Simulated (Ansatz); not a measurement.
`C[SiH2][SiH2]Cl` + `BC(C)(C)F` → `C[SiH](F)[SiH2]Cl` + `BC(C)C`  (redistribution)

Gas-phase electronic energies from Ansatz, PBE0-D4/def2-TZVP geometries. CBS: MP2 limit from def2 TZ/QZ plus the TZ coupled-cluster correction, frozen cores. This one scheme is used for every species. Functionals use def2-TZVPP. HSE06 is defined as in plane-wave codes. Each species was taken in one conformer, which may not be the lowest.

| level | ΔE (kcal/mol) |
| --- | --- |
| r2SCAN0 | -45.7 |
| HSE06 | -44.3 |
| BHLYP | -46.2 |
| HF/def2-SVP | -41.1 |

(1) What does CCSD(T)/CBS give? (Estimate.)

Largest T1 diagnostic among the species: 0.011.

## Answers

(1) The calculation gave: -46.5 kcal/mol. The listed levels differ from it by 0.8, 2.2, 0.3, 5.4 kcal/mol.

From BLYP to BHLYP (50 % exact exchange), in def2-TZVPP and without D4, ΔE moves by −2.1 kcal/mol. At CCSD(T), def2-SVP lies +6.2 kcal/mol from the extrapolated value and def2-TZVPP +1.0 kcal/mol. Leaving LDA and LC-ωPBE aside and taking each functional with its dispersion term where it has one, the values, not all of them listed here, spread over 3.6 kcal/mol, from PBE-QIDH to revPBE-D4.
